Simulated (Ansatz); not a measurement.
B$_{2}$F$_{4}$, triplet, geometry from GFN2-xTB (a higher spin typed on purpose: for a closed-shell molecule this is an excited state); CAM-B3LYP/STO-3G (Ansatz, a quantum-chemistry and plane-wave program).

Here is a job for Ansatz.
Ansatz 0.2 input:
```yaml
crystal:
  periodic: [false, false, false]
  atoms:
    - {symbol: F, position_ang: [-1.42154176, -1.23245128, -0.09967212]}
    - {symbol: B, position_ang: [-0.80422778, -0.04353446, -0.04293697]}
    - {symbol: F, position_ang: [-1.54844616, 1.07167991, -0.05889277]}
    - {symbol: B, position_ang: [0.80422778, 0.04353446, 0.04293697]}
    - {symbol: F, position_ang: [1.54844616, -1.07167991, 0.05889277]}
    - {symbol: F, position_ang: [1.42154176, 1.23245128, 0.09967212]}
basis:
  gaussian:
    orbitals: STO-3G
hamiltonian:
  xc: cam_b3lyp
magnetization: {spin_polarized: false, initial_magnetization: 2}
```

What the program printed (banner, timings and long lists left out):

```
Functional definition: CAM-B3LYP
425 factors; integrals over basis functions are off by at most 1.9e-4 eV
150 factors; integrals over basis functions are off by at most 5.7e-7 eV
mean field evaluation 1: about -12040.5740 eV, gradient 2.0e1 eV
mean field evaluation 2: about -12040.5468 eV, gradient 2.0e1 eV
mean field evaluation 4: about -12042.1430 eV, gradient 1.7e0 eV
mean field evaluation 8: about -12042.1536 eV, gradient 2.6e-3 eV
mean field evaluation 16: about -11848.3855 eV, gradient 2.4e2 eV
mean field -12042.15355944 eV, -442.5409808448 hartree, gradient 1.5e-5 eV, S^2 2.000000; 0 other end points of the search recorded, 0 dependent functions left out
reference -12042.15361857 eV, -442.5409830176 hartree; 24, 22 occupied and 6, 8 virtual orbitals, 425 factors
Total energy: -12042.15361857 eV, -442.5409830176 hartree
```
